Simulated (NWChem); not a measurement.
Program: NWChem. System: H7Si3, charge 0, spin multiplicity 2, at a geometry optimised with UB3LYP/def2-SVP. The structure started from a generated list of species. Its SCF solution wasn't tested for a lower state. Level: UMP2/def2-TZVP, 15 core orbitals frozen.

Part of the output:

```
             Northwest Computational Chemistry Package (NWChem) 7.3.0
             --------------------------------------------------------

                                NWChem Input Module
                                -------------------

 Scaling coordinates for geometry "geometry" by  1.889725989
 (inverse scale =  0.529177249)

 Turning off AUTOSYM since
 SYMMETRY directive was detected!

                             Geometry "geometry" -> ""
                             -------------------------

 Output coordinates in angstroms (scale by  1.889725989 to convert to a.u.)

  No.       Tag          Charge          X              Y              Z
 ---- ---------------- ---------- -------------- -------------- --------------
    1 Si                  14.0000    -0.36006800     0.03351800    -2.00816900
    2 Si                  14.0000     0.84024700    -0.14245000     0.00000000
    3 Si                  14.0000    -0.36006800     0.03351800     2.00816900
    4 H                    1.0000    -0.88329100     1.41686500    -2.23640100
    5 H                    1.0000    -1.51854300    -0.90707700    -1.96715300
    6 H                    1.0000     0.52096600    -0.33080100    -3.15713000
    7 H                    1.0000     2.08018700     0.69783300     0.00000000
    8 H                    1.0000    -0.88329100     1.41686500     2.23640100
    9 H                    1.0000     0.52096600    -0.33080100     3.15713000
   10 H                    1.0000    -1.51854300    -0.90707700     1.96715300

 Effective nuclear repulsion energy (a.u.)     180.1127128241

            Nuclear Dipole moment (a.u.)
            ----------------------------
        X                 Y               Z
 ---------------- ---------------- ----------------
     0.0000094486     0.0000207870    -0.0000000000

      Symmetry information
      --------------------

 Group name             Cs
 Group number              2
 Group order               2
 No. of unique centers     6

      Symmetry unique atoms

     1    2    4    5    6    7


 Summary of "ao basis" -> "" (spherical)
 ------------------------------------------------------------------------------
       Tag                 Description            Shells   Functions and Types
 ---------------- ------------------------------  ------  ---------------------
 *                         def2-tzvp                  on all atoms

 Summary of "ao basis" -> "ao basis" (spherical)
 ------------------------------------------------------------------------------
       Tag                 Description            Shells   Functions and Types
 ---------------- ------------------------------  ------  ---------------------
 Si                        def2-tzvp                13       37   5s5p2d1f
 H                         def2-tzvp                 4        6   3s1p

                                 NWChem SCF Module
                                 -----------------

  ao basis        = "ao basis"
  functions       =   153
  atoms           =    10
  alpha electrons =    25
  beta  electrons =    24
  charge          =   0.00
  wavefunction    = UHF
  use symmetry    = T
  symmetry adapt  = T

 Summary of "ao basis" -> "ao basis" (spherical)
 ------------------------------------------------------------------------------
       Tag                 Description            Shells   Functions and Types
 ---------------- ------------------------------  ------  ---------------------
 Si                        def2-tzvp                13       37   5s5p2d1f
 H                         def2-tzvp                 4        6   3s1p

      Symmetry analysis of basis
      --------------------------

        a'         85
        a"         68

 Forming initial guess at       0.1s

   Symmetry analysis of molecular orbitals - initial alpha
   -------------------------------------------------------

  Numbering of irreducible representations:

     1 a'          2 a"

  Orbital symmetries:

     1 a'          2 a"          3 a'          4 a'          5 a"
     6 a'          7 a'          8 a"          9 a'         10 a'
    11 a"         12 a'         13 a"         14 a'         15 a"
    16 a'         17 a"         18 a'         19 a'         20 a'
[...]
  --------------------------------------

    Atom       Charge   Shell Charges
 -----------   ------   -------------------------------------------------------
    1 Si  14     6.92   1.00  0.29  0.70  0.40  0.23  2.06  0.86  0.26  0.76  0.19  0.06  0.09  0.01
    2 Si  14     7.52   1.00  0.29  0.69  0.45  0.31  2.07  0.86  0.29  1.02  0.44  0.03  0.06  0.00
    3 Si  14     6.92   1.00  0.29  0.70  0.40  0.23  2.06  0.86  0.26  0.76  0.19  0.06  0.09  0.01
    4 H    1     0.54   0.12  0.29  0.12  0.00
    5 H    1     0.52   0.12  0.28  0.12  0.00
    6 H    1     0.52   0.12  0.28  0.12  0.00
    7 H    1     0.50   0.11  0.27  0.11  0.01
    8 H    1     0.54   0.12  0.29  0.12  0.00
    9 H    1     0.52   0.12  0.28  0.12  0.00
   10 H    1     0.52   0.12  0.28  0.12  0.00

   Mulliken analysis of the beta density
   -------------------------------------

    Atom       Charge   Shell Charges
 -----------   ------   -------------------------------------------------------
    1 Si  14     6.94   1.00  0.29  0.70  0.41  0.24  2.06  0.86  0.26  0.77  0.21  0.05  0.08  0.01
    2 Si  14     6.49   1.00  0.29  0.70  0.39  0.24  2.05  0.87  0.21  0.54  0.12  0.03  0.05  0.01
    3 Si  14     6.94   1.00  0.29  0.70  0.41  0.24  2.06  0.86  0.26  0.77  0.21  0.05  0.08  0.01
    4 H    1     0.51   0.11  0.27  0.12  0.00
    5 H    1     0.52   0.12  0.28  0.12  0.00
    6 H    1     0.52   0.12  0.28  0.12  0.00
    7 H    1     0.53   0.12  0.28  0.12  0.00
    8 H    1     0.51   0.11  0.27  0.12  0.00
    9 H    1     0.52   0.12  0.28  0.12  0.00
   10 H    1     0.52   0.12  0.28  0.12  0.00

   Mulliken analysis of the spin density
   -------------------------------------

    Atom       Charge   Shell Charges
 -----------   ------   -------------------------------------------------------
    1 Si  14    -0.02  -0.00 -0.00  0.00 -0.00 -0.00 -0.00  0.00 -0.00 -0.01 -0.02  0.00  0.02  0.00
    2 Si  14     1.02   0.00  0.00 -0.00  0.06  0.07  0.02 -0.02  0.08  0.48  0.32 -0.00  0.00 -0.00
    3 Si  14    -0.02  -0.00 -0.00  0.00 -0.00 -0.00 -0.00  0.00 -0.00 -0.01 -0.02  0.00  0.02  0.00
    4 H    1     0.03   0.01  0.02  0.01  0.00
    5 H    1    -0.00  -0.00 -0.00 -0.00 -0.00
    6 H    1    -0.00  -0.00 -0.00 -0.00 -0.00
    7 H    1    -0.03  -0.00 -0.01 -0.01  0.00
    8 H    1     0.03   0.01  0.02  0.01  0.00
    9 H    1    -0.00  -0.00 -0.00 -0.00 -0.00
   10 H    1    -0.00  -0.00 -0.00 -0.00 -0.00

       Multipole analysis of the density wrt the origin
       ------------------------------------------------

     L   x y z        total         alpha         beta         nuclear
     -   - - -        -----         -----         ----         -------
     0   0 0 0     -0.000000    -25.000000    -24.000000     49.000000

     1   1 0 0      0.018911     -0.830812      0.849713      0.000009
     1   0 1 0      0.000540      0.406218     -0.405699      0.000021
     1   0 0 1     -0.000000     -0.000000     -0.000000     -0.000000

     2   2 0 0    -34.781152    -63.859302    -58.615484     87.693634
     2   1 1 0      0.065736      2.810618     -0.406491     -2.338391
     2   1 0 1      0.000000      0.000000     -0.000000     -0.000000
     2   0 2 0    -34.587482    -31.903791    -26.545416     23.861725
     2   0 1 1      0.000000      0.000000      0.000000      0.000000
     2   0 0 2    -35.292696   -287.538790   -285.535112    537.781205

                   NWChem MP2 Semi-direct Energy/Gradient Module
                   ---------------------------------------------

  Basis functions       =    153
  Molecular orbitals    =    153
  Frozen core           =     15
  Frozen virtuals       =      0
  Active alpha occupied =     10
  Active beta occupied  =      9
  Active alpha virtual  =    128
  Active beta virtual   =    129
  Use MO symmetry       = T
  Use skeleton AO sym   = T

  AO/Fock/Back tols     =   1.0D-09  1.0D-09  1.0D-09

 GA uses MA = F    GA memory limited = T

 Available:
  local mem=  1.26D+08
 global mem=  1.44D+08
 local disk=  0.00D+00
  mp2_memr nvloc                   128
  nvloc new                   128
   1 passes of  10:        5242880                     111728                  47494270.
   1 passes of  10: M    126131400           G      144132382           F     120888520.

 Semi-direct pass number   1 of   1  for UHF alpha       at       12.8s
  vrange nnbf                 10904
  mp2_eaftype                   181  avail_ma_in_mb                  1099
 EAF : mp2_eaftype filesize         181   23747135.
  mp2_eaf for mointskh                    181
Node 0 wrote    111.7 Mb in      0.2 s     Agg I/O rate:   542.7 Mb/s
 Done moints_semi at       27.0s
  mp2_eaftype                   181  avail_ma_in_mb                   918
 EAF : mp2_eaftype filesize         181   23747135.
  mp2_eaf for kh                   181
 Done maket at       27.7s
 Done multipass loop at       27.7s

 GA uses MA = F    GA memory limited = T

 Available:
  local mem=  1.26D+08
 global mem=  1.44D+08
 local disk=  0.00D+00
  mp2_memr nvloc                   129
  nvloc new                   129
   1 passes of   9:        5242880                     105781                  43082512.
   1 passes of   9: M    126131400           G      144132382           F     120888520.

 Semi-direct pass number   1 of   1  for UHF beta        at       27.7s
  vrange nnbf                 10904
  mp2_eaftype                   164  avail_ma_in_mb                  1099
 EAF : mp2_eaftype filesize         164   21541256.
  mp2_eaf for mointskh                    164
Node 0 wrote    101.3 Mb in      0.2 s     Agg I/O rate:   554.8 Mb/s
 Done moints_semi at       41.6s
  mp2_eaftype                   164  avail_ma_in_mb                   935
 EAF : mp2_eaftype filesize         164   21541256.
  mp2_eaf for kh                   164
 Done maket at       42.2s
 Done multipass loop at       42.2s

          -------------------------------------------
          SCF energy                -870.859743586102
          Correlation energy          -0.337729311121
          Singlet pairs                0.000000000000
          Triplet pairs                0.000000000000
          Total MP2 energy          -871.197472897223
          -------------------------------------------

          ---------------------------------------------------
                    Spin Component Scaled (SCS) MP2
          Same spin pairs                     -0.052260847283
          Same spin scaling factor             0.333333333333
          Opposite spin pairs                 -0.285468463838
          Opposite spin scaling fact.          1.200000000000
          SCS-MP2 correlation energy          -0.359982439033
          Total SCS-MP2 energy              -871.219726025135
          ---------------------------------------------------

 -----------------------
 Performance information
 -----------------------

 Timer overhead =  1.36D-07 seconds/call

               Nr. of calls         CPU time (s)                 Wall time (s)                GFlops
             ---------------    -------------------     ------------------------------   -------------------
Name         Min   Avg   Max    Min     Avg     Max     Min     Avg     Max   Mx/calls   Min     Max     Sum
mp2: moin     2     2     2    28.     28.     28.      28.     28.     28.     14.      0.0     0.0     0.0
mp2: make     2     2     2    1.3     1.3     1.3      1.3     1.3     1.3    0.63      0.0     0.0     0.0
mp2: tota     1     1     1    29.     29.     29.      29.     29.     29.     29.      0.0     0.0     0.0

 The average no. of pstat calls per process was 5.00D+00
 with a timing overhead of 6.80D-07s

 Task  times  cpu:       42.2s     wall:       42.2s

 Total times  cpu:       42.2s     wall:       42.2s
```

Task: Write an NWChem input that would produce this output.

Result: One answer among several that fit: 
```
start mol
memory heap 200 mb stack 900 mb global 1100 mb
geometry units angstroms nocenter noautoz
  Si    -0.360068     0.033518    -2.008169
  Si     0.840247    -0.142450     0.000000
  Si    -0.360068     0.033518     2.008169
  H     -0.883291     1.416865    -2.236401
  H     -1.518543    -0.907077    -1.967153
  H      0.520966    -0.330801    -3.157130
  H      2.080187     0.697833     0.000000
  H     -0.883291     1.416865     2.236401
  H      0.520966    -0.330801     3.157130
  H     -1.518543    -0.907077     1.967153
  symmetry group Cs
end
basis spherical
  * library def2-tzvp
end
scf
  uhf
  nopen 1
  maxiter 100
  thresh 1e-7
  semidirect memsize 60000000 filesize 0
  # guess.movecs holds the orbitals of an unrestricted PBE0 run
  vectors input guess.movecs output mol.movecs
end
mp2
  freeze core 15
end
task mp2 energy
```
